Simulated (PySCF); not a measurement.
# One molecule, several mistakes: AlBFH4N

Calculated results; nothing here was measured. The program is PySCF 2.14.0, an open-source quantum chemistry code, run on an isolated molecule that a program drew, which may never have been made. The molecule is AlBFH4N (charge 0, singlet), drawn as the SMILES string `B[NH][AlH][F]`.

Each row is a Hartree-Fock (HF) and frozen-core CCSD(T) single point in the cc-pV(D+d)Z basis, meant for a local HF minimum. Run 1 is clean. Each other run has one planted mistake out of seven kinds, and not every kind appears here: one electron removed, one electron added, multiplicity raised by two, geometry at a saddle point, minimal basis STO-3G, one bond length entered in bohr, all coordinates scaled. The reference is restricted for singlets and unrestricted otherwise, and also for a bond in bohr. Adding or removing an electron swaps singlet and doublet. Electrons count all cores. HOMO and LUMO are orbital energies over both spins, the gradient is its largest component, and the lowest frequency (negative if imaginary) is given only where the gradient is small. Bond lengths are over the 7 bonds as drawn. T1 is the CCSD diagnostic: over 0.02 (restricted) or 0.045 (unrestricted) a single reference is doubtful.

Geometry of the clean run:
```xyz
8
AlBFH4N, angstrom
B    -0.4611   -0.3186    1.8033
N    -0.1443   -0.2310    0.4324
Al    0.4068   -1.5907   -0.5895
F     0.7132   -1.2214   -2.1714
H    -0.8253    0.6499    2.4165
H    -0.3628   -1.3827    2.3604
H    -0.2461    0.6821    0.0252
H     0.6035   -3.0487   -0.0771
```

```
run  electrons  basis functions  <S^2>  HOMO (eV)  LUMO (eV)  gradient (hartree/bohr)  lowest frequency (cm^-1)  mean bond (Å)  longest bond (Å)      T1  HF (hartree)  CCSD(T) (hartree)                          mistake
  1         38               85  0.000     -12.17       2.06                  2.0e-05                       101         1.4031             1.788  0.0141    -422.97259         -423.52190                         no fault
  2         38               28  0.000      -9.28       8.39                  4.0e-02                         -         1.4031             1.788  0.0202    -417.61348         -417.79189             minimal basis STO-3G
  3         38               85  2.033      -4.12      -2.69                  8.2e-02                         -         1.4031             1.788  0.0736    -422.74552         -423.25587       multiplicity raised by two
  4         39               85  0.770       1.34       7.62                  4.1e-02                         -         1.4031             1.788  0.0287    -422.90963         -423.47679               one electron added
  5         38               85  0.767      -9.86       1.34                  2.1e-02                         -         1.5822             2.664  0.0607    -422.77536         -423.31585  one bond length entered in bohr
  6         37               85  0.778     -17.67     -10.08                  1.5e-01                         -         1.4031             1.788  0.0387    -422.55969         -423.09896                                ?
```

**Which mistake was planted in run 6, and what did it cost?**

It counts 37 electrons, one fewer than the clean run, at the same geometry and basis. So the mistake is: one electron removed. Subtracting run 1 and multiplying by 627.51 kcal/mol a hartree, the energy moved by 259.1 kcal/mol in HF and 265.4 kcal/mol in CCSD(T).

Cautions from the logs. Run 2: T1 is over the limit, so its CCSD(T) energy is less reliable; run 3: T1 is over the limit, so its CCSD(T) energy is less reliable; run 4: the HOMO is above zero, so the electron isn't bound and the energy depends on the basis; run 5: T1 is over the limit, so its CCSD(T) energy is less reliable.
